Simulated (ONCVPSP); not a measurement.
# carbon (C): variants of one ONCV potential

Base potential:

ONCVPSP 4.0.1 input, shortened (lines: element, Z, core and valence counts, functional; n l f; lmax; l rc ep ncon nbas qcut; lloc lpopt rc5 dvloc0; l nproj debl; icmod fcfact rcfact), LDA (Perdew-Zunger), scalar-relativistic:

```
  C 6.00    1    2        3      upf
    1    0    2.00
    2    0    2.00
    2    1    2.00
    2
    0    1.15    0.00    4    7    6.80
    1    1.70    0.00    4    7    9.30
    2    1.45    0.03    3    8    7.50
    4    5    0.70    0.00
    0    1    1.90
    1    1    2.60
    2    3    2.30
    3    3.00    1.75
```

Cutoffs, loose and tight: the cutoffs (Ha) at which the residual kinetic energy of the hardest occupied pseudo-wave falls to 1 and 0.1 mHa per electron. They do not see the model core or the augmentation charge, which bear on the density cutoff. Test errors are all-electron minus pseudo excitation energies from the reference, over the configurations 2s2 2p1; 2s2 2p0; 2s1 2p0; 2s1 2p3. A dash means not determined; rows that change the core or the reference have their own tests.

| change | outcome | cutoff, loose | cutoff, tight | bound ghosts | GHOST(+) flags above zero | largest test error (meV) |
| --- | --- | --- | --- | --- | --- | --- |
| base | generated | 22 Ha | 36 Ha | none | none | +124 |
| s: qcut 4.3 | generated | 67 Ha | 89 Ha | none | none | +133 |
| s: qcut 6.6 | generated | 22 Ha | 42 Ha | none | none | +125 |
| s: qcut 7.3 | generated | 22 Ha | 28 Ha | none | none | +123 |
| s: qcut 8.4 | generated | 22 Ha | 28 Ha | none | none | +122 |
| s: qcut 9.3 | generated | 23 Ha | 30 Ha | none | none | +121 |

(1) What comes out with this change to the base: s: qcut 5.3?

(2) What comes out with this change to the base: s: qcut 5.9?

(3) What comes out with this change to the base: s: qcut 10?

Results:

(1) outcome: generated; cutoff, loose: 33 Ha; cutoff, tight: 82 Ha; bound ghosts: none; GHOST(+) flags above zero: none; largest test error (meV): +129.

(2) outcome: generated; cutoff, loose: 22 Ha; cutoff, tight: 74 Ha; bound ghosts: none; GHOST(+) flags above zero: none; largest test error (meV): +127.

(3) outcome: generated; cutoff, loose: 24 Ha; cutoff, tight: 31 Ha; bound ghosts: none; GHOST(+) flags above zero: none; largest test error (meV): +121.

Reading the sweep of the qcut of the s channel (base included, trends over the rows without a ghost): The loose cutoff is not monotonic: lowest 22 Ha at 5.9 1/bohr, highest 67 Ha at 4.3 1/bohr. The median size of the test errors (rows with all tests solved) falls from 50.5 meV at 4.3 to 34.7 meV at 10 1/bohr.
